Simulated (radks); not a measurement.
Q: All-electron atom: Tb III in [Xe] 4f9. All-electron calculation, scalar-relativistic Kohn-Sham, XLYP, spin-unpolarised, spherical densities, finite nucleus; Fermi nuclear charge, rms radius 5.06 fm. Program: a radial shooting solver on a logarithmic mesh with Libxc functionals. Some entries of the table are withheld. Estimate them.

orbital  occ.  eigenvalue (eV)  <1/r> (bohr^-1)
1s          2        -51875.58            73.09
2s          2        -8611.139              (1)
2p          6        -7654.256            15.81
3s          2        -1920.324            6.237
3p          6              (2)            5.855
3d         10        -1240.368            5.555
4s          2        -391.1375            2.628
4p          6        -293.9685              (3)
4d         10        -160.5793              (4)
5s          2         -61.3017           0.9994
5p          6         -38.5650           0.8338
4f          9         -16.7391            1.511

A: 
(1) 2s <1/r> (bohr^-1): 16.97
(2) 3p eigenvalue (eV): -1625.179
(3) 4p <1/r> (bohr^-1): 2.412
(4) 4d <1/r> (bohr^-1): 2.124
